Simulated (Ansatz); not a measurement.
Reaction (formal exchange of groups at the Si–Cl bond): `C[Si](F)(F)Cl` + `C=O` → `C[Si](F)(F)C=O` + HCl

Calculated with Ansatz (gas phase, PBE0-D4/def2-TZVP geometries, no zero-point term in ΔE). CBS: MP2 limit from def2 TZ/QZ plus the TZ coupled-cluster correction, frozen cores. This one scheme is used for every species. Functionals use def2-TZVPP. B3LYP here is the variant with VWN-RPA as its local correlation; programs differ in this. Each species was taken in one conformer, which may not be the lowest.

| level | ΔE (kcal/mol) | difference from CCSD(T)/CBS |
| --- | --- | --- |
| PBE-D4 | 28.7 | -1.6 |
| r2SCAN-D4 | 31.0 | 0.7 |
| B3LYP-D4 | 29.6 | -0.7 |
| ωB97X-V | 30.1 | -0.2 |
| PBE | 28.9 | -1.4 |
| B3LYP | 29.7 | -0.6 |
| HF/def2-TZVPP | 32.8 | 2.5 |
| CCSD/def2-TZVPP | 30.0 | -0.3 |
| CCSD(T)/def2-TZVPP | 29.8 | -0.5 |
| HF/def2-QZVPP | 32.9 | 2.6 |
| CCSD(T)/CBS | 30.3 | 0 |

Largest T1 diagnostic among the species: 0.015.

From PBE to PBE0 (25 % exact exchange), in def2-TZVPP and without D4, ΔE moves by +1.4 kcal/mol. In def2-TZVPP, CCSD(T) changes the Hartree–Fock value by −3.0 kcal/mol (the triples alone add −0.3 kcal/mol) and MP2 by −1.3 kcal/mol.
